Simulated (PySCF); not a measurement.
Computed with PySCF 2.14.0 with PBE-D3(BJ)/def2-TZVP // B3LYP-D3(BJ)/def2-TZVP. All species are isolated molecules in the gas phase. 

Reference species (SMILES): `[CH3][Al]([I])[CH3]` (neutral, multiplicity 1).

```json
{
 "dipole_moment": "2.11 D"
}
```

Changed species: `[CH3][Al]([CH3])[CH3]` (whole molecule; the reference has whole molecule).

**Question.** Predict the effect on the dipole moment.

**Answer.** the dipole moment falls by 2.11 D, to 0.00 D.
